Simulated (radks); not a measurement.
Species: the mercury ion Hg+. Configuration: [Kr] 4d10 4f14 5s2 5p5 5d10 6s1 5f1 (not the ground configuration).

Calculated with a radial shooting solver on a logarithmic mesh with Libxc functionals: Dirac Kohn-Sham, PBE, spin-unpolarised, spherical densities, point nucleus; open shells fill j = l - 1/2 first.

Energy parts (eV):
| part | energy |
|---|---|
| total | -534949.22 |
| kinetic | 617463.92 |
| electron-nucleus | -1348317.52 |
| Hartree | 206051.14 |
| exchange-correlation | -10146.75 |

Orbitals (lengths in bohr, moments of r in powers of bohr; <r^-3> diverges for s and p1/2; r(max) is where P^2 peaks):
orbital  occ.  eigenvalue (eV)   <1/r>   r(max)    <r^-3>      <r>  small-component weight
1s1/2       2        -83071.26   97.68  0.01022         -  0.01658                9.27e-02
2s1/2       2        -14728.59   24.05  0.05934         -  0.06923                2.13e-02
2p1/2       2        -14129.56   23.99  0.04362         -  0.05692                2.14e-02
2p3/2       4        -12181.39   19.41  0.05111     21440  0.06560                1.89e-02
3s1/2       2        -3511.546   8.822   0.1670         -   0.1801                7.12e-03
3p1/2       2        -3242.329   8.730   0.1558         -   0.1704                7.06e-03
3p3/2       4        -2810.798   7.537   0.1710      5010   0.1863                6.36e-03
3d3/2       4        -2366.241   7.435   0.1330     876.4   0.1621                6.24e-03
3d5/2       6        -2273.803   7.166   0.1372     723.1   0.1670                6.05e-03
4s1/2       2        -789.2693   3.736   0.3762         -   0.3990                2.43e-03
4p1/2       2        -673.9300   3.625   0.3742         -   0.4011                2.33e-03
4p3/2       4        -569.7261   3.212   0.4053      1214   0.4352                2.06e-03
4d3/2       4        -381.5296   3.011   0.3976     191.2   0.4424                1.86e-03
4d5/2       6        -362.1023   2.917   0.4071     154.2   0.4535                1.79e-03
5s1/2       2        -138.9721   1.531   0.8272         -   0.8987                6.29e-04
4f5/2       6        -119.9119   2.555   0.3643     32.75   0.4785                1.42e-03
4f7/2       8        -115.7117   2.519   0.3688     31.09   0.4852                1.39e-03
5p1/2       2        -100.7294   1.407   0.8711         -   0.9656                5.44e-04
5p3/2       3         -82.1226   1.256   0.9490     213.2    1.059                4.61e-04
5d3/2       4         -30.1043  0.9601    1.124     21.03    1.367                2.79e-04
5d5/2       6         -28.0284  0.9247    1.157     16.46    1.415                2.61e-04
6s1/2       1         -21.3589  0.5529    2.036         -    2.318                1.00e-04
5f5/2       1          -2.4941  0.1380    7.760  0.009925    8.365                4.34e-06
5f7/2       0          -2.4934  0.1379    7.763  0.009739    8.369                4.33e-06

The highest occupied level is 5f5/2 at -2.494 eV. The density falls to 0.001 e/bohr^3 at r = 3.76 bohr.
